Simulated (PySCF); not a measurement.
C₂H₇AlO₂Si, SMILES [OH][Al]([OH])/[CH]=C/[SiH3].

Coordinates come from a r2SCAN-D4/def2-SVP optimisation. The structure was generated by enumeration; whether it is a known compound was not checked. The values are those of a single conformer.

Computed with TDA-ωB97X/def2-SVPD run with PySCF.

Vertical excitations. Isolated molecule, no solvent. State labels are in the subgroup Cs.

**Question.** Estimate the UV-visible absorptions. (An estimate is asked for; the answer gives what the named calculation found.)

**Answer.** 
```json
[
 {"state": "S1", "symmetry": "A\"", "energy (eV)": "5.48", "λ (nm)": "226", "f": "0.001", "main pairs": "HOMO−1→LUMO 94 %"},
 {"state": "S2", "symmetry": "A'", "energy (eV)": "6.80", "λ (nm)": "182", "f": "0.709", "main pairs": "HOMO→LUMO 90 %"},
 {"state": "S3", "symmetry": "A\"", "energy (eV)": "7.19", "λ (nm)": "172", "f": "0.006", "main pairs": "HOMO→LUMO+1 72 %"},
 {"state": "S4", "symmetry": "A'", "energy (eV)": "7.44", "λ (nm)": "167", "f": "0.028", "main pairs": "HOMO−1→LUMO+1 74 %"},
 {"state": "S5", "symmetry": "A\"", "energy (eV)": "7.56", "λ (nm)": "164", "f": "0.000", "main pairs": "HOMO−2→LUMO+1 81 %"},
 {"state": "S6", "symmetry": "A'", "energy (eV)": "7.76", "λ (nm)": "160", "f": "0.050", "main pairs": "HOMO−3→LUMO+1 67 %, HOMO−2→LUMO 13 %"},
 {"state": "S7", "symmetry": "A\"", "energy (eV)": "7.92", "λ (nm)": "156", "f": "0.006", "main pairs": "HOMO−4→LUMO 37 %, HOMO−3→LUMO 23 %, HOMO−9→LUMO 18 %, HOMO−8→LUMO 6 %"},
 {"state": "S8", "symmetry": "A\"", "energy (eV)": "7.99", "λ (nm)": "155", "f": "0.003", "main pairs": "HOMO−3→LUMO 62 %, HOMO−4→LUMO 16 %"},
 {"state": "S9", "symmetry": "A\"", "energy (eV)": "8.11", "λ (nm)": "153", "f": "0.091", "main pairs": "HOMO→LUMO+2 26 %, HOMO−5→LUMO+1 22 %, HOMO−6→LUMO+1 13 %, HOMO→LUMO+4 6 %"},
 {"state": "S10", "symmetry": "A\"", "energy (eV)": "8.26", "λ (nm)": "150", "f": "0.057", "main pairs": "HOMO−6→LUMO+1 14 %, HOMO→LUMO+2 13 %, HOMO→LUMO+5 13 %, HOMO−5→LUMO+1 12 %"},
 {"state": "T1", "symmetry": "A'", "energy (eV)": "3.95", "λ (nm)": "314", "f": "0", "main pairs": "HOMO→LUMO 84 %"},
 {"state": "T2", "symmetry": "A\"", "energy (eV)": "4.77", "λ (nm)": "260", "f": "0", "main pairs": "HOMO−1→LUMO 93 %"},
 {"state": "T3", "symmetry": "A'", "energy (eV)": "7.03", "λ (nm)": "176", "f": "0", "main pairs": "HOMO−1→LUMO+1 71 %"},
 {"state": "T4", "symmetry": "A\"", "energy (eV)": "7.14", "λ (nm)": "174", "f": "0", "main pairs": "HOMO→LUMO+1 67 %"}
]
```
Triplets are in the Tamm–Dancoff approximation.
